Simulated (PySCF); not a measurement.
Peak assignment

Geometry:
```csv
atom,x (Å),y (Å),z (Å)
C1,-2.679,-0.741,-0.912
S2,-1.913,0.871,-0.764
C3,-0.311,0.503,-0.153
C4,0.131,-0.773,0.186
C5,1.419,-0.959,0.668
C6,2.280,0.114,0.821
C7,1.840,1.388,0.484
C8,0.560,1.585,0.000
H9,-3.667,-0.560,-1.334
H10,-2.119,-1.387,-1.589
H11,-2.796,-1.224,0.059
H12,-0.523,-1.629,0.080
H13,1.747,-1.959,0.926
H14,3.284,-0.037,1.198
H15,2.501,2.239,0.597
H16,0.225,2.582,-0.264
```

Relativity neglected, fast rotation and ring inversion assumed for equivalent nuclei, a single conformation, no solvent. PBE0-D3(BJ)/def2-TZVP structure; shieldings: GIAO B97-2/pcSseg-2; PySCF 2.14.

Shifts are taken against calculated references (same method and geometry level): TMS for ¹³C (185.38 ppm), ¹H (31.64 ppm).

**Question.** Assign these signals to the numbered atoms. ¹³C{¹H} NMR (computed): δ 150.7, 135.3, 129.3, 128.9, 17.7.

**Answer.** 
| δ (ppm) | atoms | environment | reason |
| --- | --- | --- | --- |
| 150.7 | C3 | aromatic carbon bearing sulfur | – |
| 135.3 | C5/C7 | aromatic CH | the aromatic region |
| 129.3 | C4/C8 | aromatic CH | – |
| 128.9 | C6 | aromatic CH | – |
| 17.7 | C1 | methyl carbon bonded to S | – |

C4/C8 and C6 lie closer than the usual error of such a calculation, so a measured spectrum could show them in the other order.

**Question.** Assign these signals to the numbered atoms. ¹H NMR (400 MHz, computed): δ 7.51 (m, 2H), 7.32 (d, 2H), 7.26 (t, 1H), 2.37 (s, 3H).

**Answer.** 
```tsv
δ (ppm)	atoms	environment	reason
7.51	H13/H15	hydrogen on an aromatic CH	aromatic region
7.32	H12/H16	hydrogen on an aromatic CH	–
7.26	H14	hydrogen on an aromatic CH	–
2.37	H9/H10/H11	hydrogen on a methyl carbon bonded to S	–
```

H12/H16 and H14 lie closer than the usual error of such a calculation, so a measured spectrum could show them in the other order.

Shifts are as computed. Against solution values, carbons near 30 ppm lie about +3 ppm off and those near 130 ppm about +7 ppm; carbons on S a further +4 ppm. Of 1309 compounds with measured shifts, 239 miss one by over three times the rms of a fit or turn the order of signals round; such compounds aren't used in these exercises. No couplings were computed; multiplicities are counted from neighbouring protons, with m where these are inequivalent, close in shift, in a saturated or five-membered ring or joined by F or P, and br s for small geminal =CH2 splittings.
